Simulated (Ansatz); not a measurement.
# Ce(NH2)3 in a box, plane waves

Ansatz 0.2.0, DFT PBE, scalar-relativistic, plane waves, PAW, molecule in a box. The geometry was relaxed with Gaussian bases (PBE0; Ce lcecp-1-SVP with ECP47, N def2-SVP, H def2-SVP).

```yaml
crystal:
  lattice:
    - [14.04, 0.0, 0.0]
    - [0.0, 14.79, 0.0]
    - [0.0, 0.0, 9.62]
  atoms:
    - { symbol: Ce, position: [0.4731396, 0.49845571, 0.47818919], spin: 1.0 }
    - { symbol: "N", position: [0.63517806, 0.49944016, 0.49415904] }
    - { symbol: H, position: [0.67943803, 0.44550372, 0.50971726] }
    - { symbol: H, position: [0.6791104, 0.55449696, 0.49079626] }
    - { symbol: "N", position: [0.3927849, 0.63236646, 0.46995322] }
    - { symbol: H, position: [0.32092806, 0.64300879, 0.47365281] }
    - { symbol: H, position: [0.42224644, 0.69552062, 0.46777547] }
    - { symbol: "N", position: [0.3925235, 0.36679446, 0.5149896] }
    - { symbol: H, position: [0.42122507, 0.30425963, 0.5319158] }
    - { symbol: H, position: [0.32051282, 0.35757742, 0.52098025] }
basis:
  ecutwfc: 420
  ecutrho_ratio: 4
kpoints:
  mp_grid: { grid: [1, 1, 1] }
hamiltonian:
  xc: pbe
scf:
  occupations: { method: gaussian, width: 0.01 }
output:
  forces: true
  eigenvalues: true
  populations: true
  hubbard: { sites: [{ species: Ce, l: f }] }
magnetization:
  spin_polarized: true
```

Command:
```sh
ansatz run input.yaml --threads 2 --pin off --max-ram 5120MiB --backend cpu --events-out ev --progress --plain --runs-dir out
```
It took 2.3 min on 2 threads of Arm Neoverse V1 (shared host), peak memory 1.4 GiB.

Problem. How does the SCF go?

Solution. 
```
SCF iter   1: F=—  HF=-7837.221429 eV  |F-HF|=—  |Δ(HF+E_count)|=         —  Δρ=1.96e-2 (↑1.95e-2 ↓1.96e-2)
Mixer restart at iter 1: flushing history
preconditioner: auto → Resta (q_TF=auto, 1.377 Å⁻¹)  ε∞=1.1  [insulator: Δε(μ)=6.385 eV  Ē_g=9.884 eV  σ=0.010 eV  W_gap=0.57  n_s
spin=Collinear: Resta preconditioning applied to the charge; magnetization (m = ρ↑ − ρ↓) channel mixes plain (no charge-response k
SCF iter   2: F=—  HF=-7826.146144 eV  |F-HF|=—  |Δ(HF+E_count)|=    1.11e1  Δρ=7.89e-3 (↑7.89e-3 ↓7.44e-3)
...
SCF iter  24: F=—  HF=-7825.816654 eV  |F-HF|=—  |Δ(HF+E_count)|=   6.70e-6  Δρ=4.21e-6 (↑4.21e-6 ↓3.20e-6)
SCF iter  25: F=—  HF=-7825.816656 eV  |F-HF|=—  |Δ(HF+E_count)|=   2.06e-6  Δρ=1.98e-6 (↑1.84e-6 ↓1.98e-6)
SCF iter  26: F=—  HF=-7825.816657 eV  |F-HF|=—  |Δ(HF+E_count)|=   6.24e-7  Δρ=9.37e-7 (↑9.37e-7 ↓7.98e-7)
SCF iter  27: F=-7825.816657 eV  HF=-7825.816657 eV  |F-HF|=6.54e-9  |Δ(HF+E_count)|=   3.93e-8  Δρ=4.23e-7 (↑4.23e-7 ↓2.93e-7)
SCF iter  28: F=-7825.816657 eV  HF=-7825.816657 eV  |F-HF|=6.55e-9  |Δ(HF+E_count)|=  3.64e-12  Δρ=4.24e-7 (↑4.24e-7 ↓2.93e-7)
```

Problem. Which levels lie next to the highest filled one (eV, counted from it)?

Solution. Filled: -4.56, -4.54, -4.53, -2.84, -2.83, -2.82, -2.81, -2.47, -2.47, 0.00. Empty: 0.31, 0.33, 0.35, 0.53, 0.63, 0.66, 0.70, 0.77.

Problem. How is the f shell of Ce1 filled?

Solution. Natural occupations, full = 1; up: 0.01, 0.02, 0.02, 0.02, 0.03, 0.04, 0.99; down: 0.01, 0.01, 0.01, 0.02, 0.02, 0.03, 0.03; in all 1.25 e.

Problem. What forces are left at this geometry, relaxed with Gaussian bases (eV/Å)?

Solution. 
```
Ce  -0.01 -0.02  0.03
N   -0.25 -0.03  0.00
H    0.02 -0.08  0.00
H    0.01  0.08 -0.01
N    0.11 -0.25  0.04
H   -0.09 -0.02 -0.01
H    0.07  0.07 -0.02
N    0.17  0.29 -0.06
H    0.07 -0.07  0.02
H   -0.10  0.03  0.01
```

The open shells may stand above their lowest state.

The forces come from the other functional as well as from the basis.

No frequency check is given that shows the relaxed geometry to be a minimum, and it was reached by following one of several unstable modes of a saddle point. An lcecp potential fixes the number of 4f electrons, so in runs with it no electron can move into or out of that shell.
